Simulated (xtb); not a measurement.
C5H14O2Si, charge -1, doublet, at the geometry of the source list (a state made from the parent by changing its charge; the spin is typed, not shown lowest); GFN0-xTB run with xtb.

xtb was given this input:
```
$ xtb coord --gfn 0 --chrg -1 --uhf 1 --json

# file coord
$coord
      0.2156177508      -2.4020308770       0.9537447751  si
     -1.1155053314      -4.8864538131      -1.2466523244  c
     -1.8107355726      -0.3187967972       1.9628585256  o
     -3.4723717540       1.2738643806       0.6430738002  c
     -4.8590527843       2.9649802895       2.5101232113  c
      2.4899031418      -1.2171725969      -0.7430403122  o
      4.0969262382       0.8063461374      -0.1502332269  c
      5.2439899958       1.8681832468      -2.5641693785  c
      1.0246095048      -3.2953044161       3.4321205875  h
     -1.9588901008      -4.0589427431      -2.9273747397  h
     -2.5692716390      -5.9683220194      -0.2864824805  h
      0.3327807705      -6.1973568257      -1.8636479041  h
     -2.4103456720       2.4271642345      -0.7150723656  h
     -4.8307068924       0.1232101433      -0.4189522818  h
     -5.9161655784       1.8118694083       3.8399234852  h
     -6.1546490153       4.2059634356       1.5114029545  h
     -3.5113001122       4.1022174713       3.5628896354  h
      3.0435928963       2.2784427885       0.8594474415  h
      5.5932113837       0.1198086363       1.1092692352  h
      3.7709484817       2.6376797248      -3.7728382078  h
      6.5879632157       3.3538859260      -2.1112020264  h
      6.2094510729       0.3703863204      -3.5855663489  h
$end
```

What the program printed (banner, timings and long lists left out):

```
   ID    Z sym.   atoms
    1   14 si     1
    2    6 c      2, 4, 5, 7, 8
    3    8 o      3, 6
    4    1 h      9-22

           -------------------------------------------------
          |                Calculation Setup                |
           -------------------------------------------------

           -------------------------------------------------
          |                 G F N 0 - x T B                 |
           -------------------------------------------------

          ...................................................
          :                      SETUP                      :
          :.................................................:
          :  # basis functions                  66          :
          :  # atomic orbitals                  65          :
          :  # shells                           45          :
          :  # electrons                        51          :
          :  electronic temp.          300.0000000     K    :
          :  accuracy                    1.0000000          :
          :  -> integral cutoff          0.2500000E+02      :
          :  -> integral neglect         0.1000000E-07      :
          ...................................................

         :::::::::::::::::::::::::::::::::::::::::::::::::::::
         ::                     SUMMARY                     ::
         :::::::::::::::::::::::::::::::::::::::::::::::::::::
         :: total energy             -28.033603354031 Eh    ::
         :: gradient norm              0.100456592847 Eh/a0 ::
         :: HOMO-LUMO gap              0.159627547624 eV    ::
         ::.................................................::
         :: H0 energy                -27.068524503028 Eh    ::
         :: repulsion energy           0.340497154654 Eh    ::
         :: electrostat energy        -1.272939944262 Eh    ::
         :: -> Gsolv                   0.000000000000 Eh    ::
         ::    -> Gsasa                0.000000000000 Eh    ::
         ::    -> Gshift               0.000000000000 Eh    ::
         :: dispersion energy         -0.007754945626 Eh    ::
         :: short-range corr.         -0.024881115769 Eh    ::
         :: add. restraining           0.000000000000 Eh    ::
         :: total charge              -1.000000000000 e     ::
         :::::::::::::::::::::::::::::::::::::::::::::::::::::

           -------------------------------------------------
          |                Property Printout                |
           -------------------------------------------------

    * Orbital Energies and Occupations

         #    Occupation            Energy/Eh            Energy/eV
      -------------------------------------------------------------
         1        2.0000           -0.6876429             -18.7117
       ...           ...                  ...                  ...
        14        2.0000           -0.5250899             -14.2884
        15        2.0000           -0.5151691             -14.0185
        16        2.0000           -0.5142058             -13.9923
        17        2.0000           -0.5069696             -13.7953
        18        2.0000           -0.5042016             -13.7200
        19        2.0000           -0.5011180             -13.6361
        20        2.0000           -0.4849442             -13.1960
        21        2.0000           -0.4515325             -12.2868
        22        2.0000           -0.4421172             -12.0306
        23        2.0000           -0.4286758             -11.6649
        24        2.0000           -0.4195350             -11.4161
        25        2.0000           -0.4148999             -11.2900
        26        0.9563           -0.1939932              -5.2788 (HOMO)
        27        0.0436           -0.1881270              -5.1192 (LUMO)
        28        0.0001           -0.1822842              -4.9602
        29                         -0.1571186              -4.2754
[...]
      -------------------------------------------------------------
                  HL-Gap            0.0058662 Eh            0.1596 eV
             Fermi-level            0.0000000 Eh            0.0000 eV

     #   Z          covCN         q      C6AA      α(0)
     1  14 si       3.435     0.758   134.200    21.843
     2   6 c        3.651    -0.648    41.655     9.371
     3   8 o        1.621    -0.606    25.141     6.781
     4   6 c        3.716     0.233    19.131     6.322
     5   6 c        3.751    -0.398    32.686     8.251
     6   8 o        1.621    -0.599    24.959     6.757
     7   6 c        3.731     0.225    19.238     6.335
     8   6 c        3.751    -0.393    32.541     8.233
     9   1 h        0.920    -0.155     7.936     4.406
    10   1 h        0.925     0.129     1.541     1.941
    11   1 h        0.925     0.098     1.806     2.102
    12   1 h        0.925     0.111     1.684     2.029
    13   1 h        0.924    -0.014     3.315     2.848
    14   1 h        0.924    -0.032     3.678     2.999
    15   1 h        0.925     0.069     2.093     2.263
    16   1 h        0.925     0.025     2.656     2.549
    17   1 h        0.925     0.075     2.032     2.229
    18   1 h        0.924    -0.010     3.243     2.816
    19   1 h        0.924    -0.039     3.831     3.061
    20   1 h        0.925     0.075     2.027     2.226
    21   1 h        0.925     0.024     2.667     2.554
    22   1 h        0.925     0.072     2.068     2.249

 Mol. C6AA /au·bohr⁶  :       5042.983975
 Mol. C8AA /au·bohr⁸  :     132581.701889
 Mol. α(0) /au        :        110.165039

Wiberg/Mayer (AO) data.
largest (>0.10) Wiberg bond orders for each atom

 ---------------------------------------------------------------------------
     #   Z sym  total        # sym  WBO       # sym  WBO       # sym  WBO
 ---------------------------------------------------------------------------
     1  14 si   4.112 --     6 o    1.043     3 o    0.988     2 c    0.936
                             9 h    0.865
     2   6 c    3.884 --    10 h    0.963    12 h    0.961    11 h    0.958
                             1 si   0.936
     3   8 o    2.098 --     1 si   0.988     4 c    0.953
     4   6 c    3.956 --     5 c    1.016    14 h    0.974    13 h    0.974
                             3 o    0.953
     5   6 c    3.979 --     4 c    1.016    17 h    0.980    15 h    0.980
                            16 h    0.978
     6   8 o    2.142 --     1 si   1.043     7 c    0.969
     7   6 c    3.949 --     8 c    1.018    19 h    0.975    18 h    0.971
                             6 o    0.969
     8   6 c    3.980 --     7 c    1.018    20 h    0.981    21 h    0.980
                            22 h    0.980
     9   1 h    0.933 --     1 si   0.865
    10   1 h    1.013 --     2 c    0.963
    11   1 h    1.011 --     2 c    0.958
    12   1 h    1.059 --     2 c    0.961
    13   1 h    0.995 --     4 c    0.974
    14   1 h    0.994 --     4 c    0.974
    15   1 h    1.002 --     5 c    0.980
    16   1 h    0.980 --     5 c    0.978
    17   1 h    0.998 --     5 c    0.980
    18   1 h    0.991 --     7 c    0.971
    19   1 h    1.004 --     7 c    0.975
    20   1 h    0.987 --     8 c    0.981
    21   1 h    0.980 --     8 c    0.980
    22   1 h    0.987 --     8 c    0.980
 ---------------------------------------------------------------------------

Topologies differ in total number of bonds
Writing topology from bond orders to xtbtopo.mol

 dipole moment from electron density (au)
     X       Y       Z
  -0.2174   2.9086  -1.1611  total (Debye):    7.979

           -------------------------------------------------
          | TOTAL ENERGY              -28.033603354031 Eh   |
          | GRADIENT NORM               0.100456592847 Eh/α |
          | HOMO-LUMO GAP               0.159627547624 eV   |
           -------------------------------------------------

normal termination of xtb
```
